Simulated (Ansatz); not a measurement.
One change: `CO[CH2][AlH][OH]` becomes `CO[CH2][AlH][GaH2]`.

Ansatz, PBE0-D4/def2-TZVP geometries, multiplicity 1. Each molecule was computed in one conformer, which needn't be the lowest.

Scalar relativity is left out up to krypton.

| property | `CO[CH2][AlH][OH]` |
| --- | --- |
| size of the dipole moment (PBE/def2-TZVPP) / D | 1.41 |
| HOMO energy (ωB97M-V/def2-TZVPP) / eV | -9.05 |
| LUMO energy (PBE/def2-TZVPP) / eV | -1.42 |
| HOMO–LUMO gap (ωB97M-V/def2-TZVPP) / eV | 9.98 |
| HOMO energy (B3LYP/def2-TZVPP) / eV | -6.55 |
| LUMO energy (ωB97M-V/def2-TZVPP) / eV | 0.93 |

(1) What does the change do to each property? (Estimate.)

Answers

(1) Computed: 
| property | `CO[CH2][AlH][GaH2]` | shift |
| --- | --- | --- |
| size of the dipole moment (PBE/def2-TZVPP) / D | 2.79 | 1.38 |
| HOMO energy (ωB97M-V/def2-TZVPP) / eV | -8.13 | 0.92 |
| LUMO energy (PBE/def2-TZVPP) / eV | -2.28 | -0.86 |
| HOMO–LUMO gap (ωB97M-V/def2-TZVPP) / eV | 8.22 | -1.76 |
| HOMO energy (B3LYP/def2-TZVPP) / eV | -6.00 | 0.55 |
| LUMO energy (ωB97M-V/def2-TZVPP) / eV | 0.08 | -0.85 |

With PBE0 the HOMO rises by 0.58 eV and the LUMO falls by 0.88 eV, so the gap narrows by about 1.46 eV. PBE moves the HOMO by 0.16 eV and ωB97M-V by 0.92 eV. The zero-point energy changes by 0.2 kJ/mol with +3 modes. Dipoles are sizes alone; their direction can turn.

B3LYP here is the variant with VWN-RPA as its local correlation; programs differ in this.
